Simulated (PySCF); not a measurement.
Question: Give a PBE0-D3(BJ)/def2-SVP geometry of InChI=1S/C5H11F3Si/c1-4(2)9-3-5(6,7)8/h4H,3,9H2,1-2H3.

Answer: 
```
atom  x, y, z in Å
C1    -1.5332    0.4398    1.3695
C2    -1.3468   -0.3371    0.0666
C3    -2.5143   -0.1119   -0.8950
Si4    0.2935    0.0833   -0.7811
C5     1.7287   -0.2585    0.4192
C6     3.1105   -0.0650   -0.1329
F7     3.3657   -0.9102   -1.1399
F8     4.0548   -0.2675    0.7961
F9     3.2860    1.1778   -0.6030
H10   -0.7404    0.2266    2.1032
H11   -1.5368    1.5280    1.1901
H12   -2.4947    0.1863    1.8465
H13   -1.2991   -1.4162    0.3058
H14   -2.3985   -0.6808   -1.8307
H15   -3.4693   -0.4185   -0.4367
H16   -2.6099    0.9532   -1.1641
H17    0.3046    1.5294   -1.1621
H18    0.4677   -0.7462   -2.0116
H19    1.6555   -1.2948    0.7845
H20    1.6248    0.4012    1.2944
```

Orientation and origin are arbitrary. Atoms count from 1 in this order. All 3 C–F bonds measure 1.339 to 1.340 Å. Of the pairs four or more bonds apart, H10···H20 is among the closest relative to their van der Waals radii: 2.51 Å, 104 % of the sum of Bondi's values. Si4 (SiH2 silicon) is tetrahedral (angles from 109.0° to 110.3°). The 3 C–C bonds span 1.500 Å (C5–C6, drawn single) to 1.529 Å (C2–C3, drawn single), a spread of 0.029 Å.

Bonds between heavy atoms (Å): C1–C2 1.528, C2–C3 1.529, C2–Si4 1.894, Si4–C5 1.902, C5–C6 1.500, C6–F7 1.339, C6–F8 1.340, C6–F9 1.340.

Computed, not measured: PBE0-D3(BJ)/def2-SVP geometry optimisation, gas phase in PySCF 2.14.0.

Point group: C1 (no symmetry element, even within 0.4 Å). Stationary, but not proved a minimum. One conformer, not necessarily the lowest (C1–C2–Si4–C5 57°, C2–Si4–C5–C6 176°).

The run took 3.4 min of wall time on Intel Xeon at 2.50 GHz, one thread, shared host with 64 logical CPUs at a one-minute load of 58, and the process peaked at 0.79 GiB of memory. That covers the optimisation of the geometry.
